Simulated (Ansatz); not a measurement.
System: MgF2, charge -1, multiplicity 2. 
Geometry from a B3LYP-D3(BJ)/def2-TZVP (Ansatz, an electronic-structure program) optimisation:
```
Mg
F 1 1.8260
F 1 1.8260 2 123.52
```
Charge -1, spin multiplicity 2.

Parts of the frozen-core correlation energy in def2-SVP (Ansatz, hartree). Frozen orbitals: 7; correlated occupied orbitals by spin: 9 and 8; virtual: 30 and 31. UHF or UKS for open shells. Spin-orbit coupling is left out. No relativistic terms.

```csv
term,value
reference (HF),-398.39844
MP2 opposite-spin,-0.29560
MP2 same-spin,-0.11468
CCSD correlation,-0.41303
(T),-0.00511
CCSDT minus CCSD(T),-0.00042
T1 diagnostic,0.018
largest doubles amplitude,0.020
<S^2> of the reference,0.750
```
